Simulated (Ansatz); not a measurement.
`C[S][Ge][F]`. The species carries charge 0 and has multiplicity 1.

```xyz
7

C    -0.8219   -0.0913    0.3963
S     0.6438   -1.1455    0.5538
Ge    2.2205   -0.2375   -0.7266
F     1.3063    1.1468   -1.3414
H    -1.6412   -0.6969    0.0110
H    -1.0831    0.2846    1.3847
H    -0.6245    0.7399   -0.2777
```

(1) What are the harmonic wavenumbers in cm⁻¹ at PBE0-D4/def2-TZVP (Ansatz, finite differences of forces, unscaled)? (An estimate is asked.)

(2) Is this a minimum?

(3) Give the ideal-gas thermochemistry at 298.15 K and 1 bar (rigid rotor, harmonic oscillator; point group Cs, symmetry number 1).

Results:

(1) Computed: 95, 123, 196, 254, 392, 638, 725, 968, 981, 1342, 1467, 1474, 3073, 3164, 3179.

(2) Yes, all 15 modes are real.

(3) Zero-point energy 108.1 kJ/mol; H(298) − E = 126.3 kJ/mol; entropy 334.3 J/(mol·K), of which translation 170.4, rotation 112.0, vibration 51.9; G(298) − E = 26.6 kJ/mol. Modes under 100 cm⁻¹ are hindered rotations or soft bends, so the harmonic entropy is rough.
